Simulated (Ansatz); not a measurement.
Worked example: C2HBr2F + CH3F → C2HBrF2 + CH3Br

Species: C2HBr2F `F/C(Br)=C/Br`, singlet; CH3F (fluoromethane) `CF`, singlet; C2HBrF2 `F/C=C(\F)Br`, singlet; CH3Br (bromomethane) `CBr`, singlet. The partners trade Br for F; both sit on C, so the bond types are kept.

Shapes, held fixed at every level: PBE0-D4/def2-TZVP. Programs: Ansatz 0.2.0. Electronic energies: no zero-point or thermal term.

At CCSD(T)/def2-TZVPP; 1 Eh = 2625.50 kJ/mol:

```
species   energy (Eh)
C2HBr2F  -5321.784239
   CH3F   -139.564071
C2HBrF2  -2848.806064
  CH3Br  -2612.542543
```

Work out ΔE of the reaction at this level.


1. Products less reactants: (-2848.806064) + (-2612.542543) − [(-5321.784239) + (-139.564071)] = -0.000297 Eh = -0.8 kJ/mol.

Other levels give -11.3 (HF/def2-TZVPP) to +6.6 kJ/mol (MP2/def2-TZVPP). No measured value is set beside it here. Relativity is left out for Br unless named. Correlated rows may include outer-core shells of Br, which these sets cover unevenly.
